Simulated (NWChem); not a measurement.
System: GaH3S3; SMILES [SH][Ga]([SH])[SH]

```xyz
7

Ga     0.0239    -0.0197     0.0142
S      1.1620    -1.9194    -0.0558
H      0.0343    -2.6680    -0.2196
S     -2.1902    -0.0670    -0.1825
H     -2.3197     1.2851    -0.0721
S      1.2047     1.8404     0.2823
H      0.1045     2.6442     0.2572
```
Atoms are numbered in this order, from 1.

Level: PBE-D3(BJ)/def2-SVP (NWChem), optimised geometry, unscaled harmonic frequencies. 

Question: List the harmonic frequencies with IR intensities, and the thermochemistry.

Answer: 
```
frequency (cm⁻¹)  IR intensity (km/mol)
----------------  ---------------------
88                                  5.0
100                                 2.5
109                                 8.9
121                                 4.5
219                                20.4
241                                23.4
331                                 0.2
418                                44.6
421                                55.3
628                                 7.2
683                                 2.6
703                                 5.3
2617                                1.1
2619                                2.6
2621                                0.2
```

```
Property                                                                           Result
-----------------------------------------------------------------------  ----------------
zero-point energy                                                           17.0 kcal/mol
thermal correction to the enthalpy at 298.15 K (with zero-point energy)     22.7 kcal/mol
heat capacity Cv                                                         24.4 cal/(mol K)
entropy at 298.15 K and 1 atm (symmetry number 1)                        91.3 cal/(mol K)
dipole moment                                                                      1.74 D
```

Rigid rotor and harmonic oscillator; modes under 100 cm⁻¹ make the entropy uncertain.
